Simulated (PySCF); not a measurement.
Electronic absorption of C5H10NP

Species: C5H10NP.
Numbering: `[CH3:1][C:2]([CH3:3])([CH3:4])[NH:5][C:6]#[P:7]` (hydrogens: H8, H9, H10 on C1; H11, H12, H13 on C3; H14, H15, H16 on C4; H17 on N5)

Computed, not measured: TDDFT B3LYP/def2-SVPD, vertical, gas phase, core orbitals frozen in the response in PySCF 2.14.0, density-fitted response routines. Geometry: GFN2-xTB; no solvent, vibrations or thermal averaging. Torsions of this conformer, `[CH3:1][C:2]([CH3:3])([CH3:4])[NH:5][C:6]#[P:7]`: C1–C2–N5–C6 50°.

| state | E (eV) | E (hartree) | f | \|μ\| (D) | main configurations (H = HOMO, L = LUMO) |
| --- | --- | --- | --- | --- | --- |
| S1 | 3.25 | 0.1196 | 0.0001 | 0.06 | H→L (99%) |
| S2 | 4.62 | 0.1697 | 0.012 | 0.83 | H→L+1 (52%), H-1→L (45%) |
| S3 | 5.02 | 0.1844 | 0.0018 | 0.30 | H→L+2 (91%) |
| S4 | 5.54 | 0.2036 | 0.0007 | 0.18 | H-1→L+1 (93%) |
| S5 | 6.02 | 0.2212 | 0.0025 | 0.33 | H→L+3 (95%) |
| S6 | 6.21 | 0.2282 | 0.034 | 1.19 | H→L+4 (87%) |
| S7 | 6.34 | 0.2330 | 0.156 | 2.55 | H→L+5 (40%), H-1→L+2 (32%), H-1→L (10%) |
| S8 | 6.40 | 0.2354 | 0.0074 | 0.55 | H-1→L+2 (55%), H→L+5 (34%) |

Triplets (Tamm–Dancoff): T1 2.88 eV, H→L (97%); T2 3.42 eV, H-1→L (56%), H→L+1 (38%); T3 3.72 eV, H→L+1 (53%), H-1→L (42%).

The lowest singlet comes at 381 nm (314 kJ/mol) in the visible; it is dark (f under 0.0005); its leading configuration is HOMO→LUMO (99%). The most intense listed level is S7 at 6.34 eV (196 nm, f = 0.156), 3.09 eV above S1. Löwdin shares by element: HOMO phosphorus 44%, carbon 28% or more, nitrogen 21%; LUMO phosphorus 52%, carbon 30% or more, nitrogen 8%. Weighted by f, the mean energy of these states is 6.21 eV. Orbital energies (eV): HOMO-3 -9.28, HOMO-2 -9.02, HOMO-1 -7.06, HOMO -5.71, LUMO -1.05, LUMO+1 0.02, LUMO+2 0.10. The oscillator strengths of these states sum to 0.214; summed over the whole spectrum of an exact calculation they would give the number of electrons, 62 (Thomas–Reiche–Kuhn). S1 lies in the visible range (380 to 750 nm), at 381 nm, dark in the vertical dipole picture (f under 0.0005); light of that wavelength is violet, and its complementary colour is yellow-green; a Tamm–Dancoff triplet lies at 431 nm, without intensity as long as spin–orbit coupling is left out. Singlets were solved by full linear response, triplets in the Tamm–Dancoff approximation.
